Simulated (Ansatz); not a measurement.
The cluster Ge2Te3 (the lowest singlet isomer of a short search). Charge 0, multiplicity 1. Geometry B3LYP-D4/def2-SVP, basis def2-TZVP, Ansatz.

Cartesian coordinates in Å:
```
Ge -0.946 0.658 -1.985
Ge -0.224 -1.376 1.823
Te 1.245 1.549 -1.003
Te 1.702 0.260 1.411
Te -1.777 -1.090 -0.246
```

```csv
run,HOMO (eV),LUMO (eV)
A,-5.83,-3.54
B,-7.15,-2.18
C,-7.48,-2.01
D,-6.45,-2.93
```

In the def2 sets Te takes a core potential; there is no spin–orbit coupling. Another isomer (singlet) lies 0.08 eV lower at PBE0-D4/def2-TZVP; other spin states weren't run for this one.

Q: The runs used BHLYP, CAM-B3LYP, PBE0, r2SCAN. Estimate which is which.

A: A r2SCAN (0 % exact exchange); B BHLYP (50 % exact exchange); C CAM-B3LYP (range-separated); D PBE0 (25 % exact exchange). Exact exchange lowers occupied and raises empty levels; among semilocal functionals meta-GGAs tend to open the gap a little, and such runs are hard to tell apart. The gap grows from 2.29 eV (r2SCAN) to 5.48 eV (CAM-B3LYP).
